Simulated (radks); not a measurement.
Question: The rhenium ion Re20+, configuration [Kr] 4d10 4f9. Calculated with a radial shooting solver on a logarithmic mesh with Libxc functionals: Dirac Kohn-Sham, BLYP, spin-unpolarised, spherical densities, point nucleus; open shells fill j = l - 1/2 first. Some entries of the table are withheld. Estimate them.

orbital,occ.,eigenvalue (Ry),<r> (bohr),<1/r> (bohr^-1)
1s1/2,2,-5299.212,0.01803,88.82
2s1/2,2,(1),0.07557,21.65
2p1/2,2,-910.6617,0.06245,21.61
2p3/2,4,-804.7816,0.07053,18.04
3s1/2,2,-249.4377,0.1967,7.953
3p1/2,2,-231.8996,0.1868,7.866
3p3/2,4,-208.8649,0.2016,6.944
3d3/2,4,-179.4540,0.1763,6.837
3d5/2,6,-174.4541,0.1808,6.621
4s1/2,2,-80.87019,0.4325,3.415
4p1/2,2,-73.49664,0.4350,(2)
4p3/2,4,-67.81275,0.4647,(3)
4d3/2,4,-55.65903,0.4702,(4)
4d5/2,6,-54.55989,0.4794,(5)
4f5/2,6,-39.10170,0.4838,2.465
4f7/2,3,-38.85537,0.4880,2.440

Answer: 
(1) 2s1/2 eigenvalue (Ry): -950.0215
(2) 4p1/2 <1/r> (bohr^-1): 3.314
(3) 4p3/2 <1/r> (bohr^-1): 3.003
(4) 4d3/2 <1/r> (bohr^-1): 2.824
(5) 4d5/2 <1/r> (bohr^-1): 2.753
